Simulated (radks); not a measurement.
Results of a calculation; reference values are marked as such.
Problem. Coherent X-ray form factor from a spherical all-electron density. Level of theory: Dirac Kohn-Sham, PBE, spin-unpolarised, spherical densities, point nucleus (a radial shooting solver on a logarithmic mesh with Libxc functionals).

sin(theta)/lambda (1/angstrom),f0 (electrons)
0.05,54.420
0.1,51.195
0.15,47.857
0.2,44.601
0.25,41.481
0.3,38.622
0.4,33.825
0.5,29.947
0.6,26.655
0.8,21.557
1,18.227
1.25,15.453
1.5,13.164
2,9.217

The species is in the configuration that NIST lists as its ground one. Which atom or ion scatters so?

Solution. Neutral barium, [Xe] 6s2. Extrapolating in s^2 from the first two rows gives f0(0) = 55.5, near the electron count 56; among species with that count, the fall with angle is slower the higher Z, and the table is that of Z = 56; from so few rows the species is fixed only to a neighbour or two.
